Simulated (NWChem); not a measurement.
Atomisation of C$_{2}$H$_{5}$S

```xyz
8

C     -1.6864     0.1477     0.0861
C     -0.3891    -0.5151     0.3730
S      1.1339     0.0870    -0.1977
H     -1.9935     0.0428    -0.9740
H     -2.4890    -0.2846     0.7027
H     -1.6496     1.2305     0.2990
H     -0.3504    -1.5708     0.6546
H      0.7924     1.3940    -0.2733
```
Charge 0, spin multiplicity 2.

The numbers come from NWChem runs, not from measurements. All single points use one geometry, from UPBE0/def2-SVP, a minimum by its harmonic frequencies. It is one conformer; others weren't searched.

Basis set: def2-TZVP. The atomisation energy is electronic alone: no zero-point, thermal, spin-orbit or counterpoise terms. No value is extrapolated to the basis-set limit. Free atoms are single determinants with multiplicities C 3, S 3, H 2. Correlated methods freeze the same cores in atoms and molecule, 7 orbitals in all.

| method | atomisation energy (kcal/mol) | relative cost |
|---|---|---|
| B3LYP | 665.6 | 1 |
| BHandHLYP | 649.8 | under 3 |
| PBE0 | 672.5 | under 3 |
| LDA (SVWN5) | 765.4 | under 3 |
| PBE | 681.9 | under 3 |
| HF | 495.2 | under 3 |
| r2SCAN | 674.0 | under 3 |
| MP2 | 644.9 | 3 |
| LC-wPBE (omega 0.3 per bohr) | 673.1 | 10 |

The values span 270.2 kcal/mol, from HF (lowest) to LDA (SVWN5) (highest). The cost column gives rough processor time relative to B3LYP; each entry includes its own SCF. Costs are the molecule's.

B3LYP has NWChem's definition, with VWN1-RPA local correlation. GW and range-separated runs recompute their integrals, the others keep them in memory, which bears on the times. The structure started from a generated list of species. The stability of the SCF solutions was not checked. Open-shell Hartree-Fock references start from PBE0 orbitals; any time given for them includes that run.
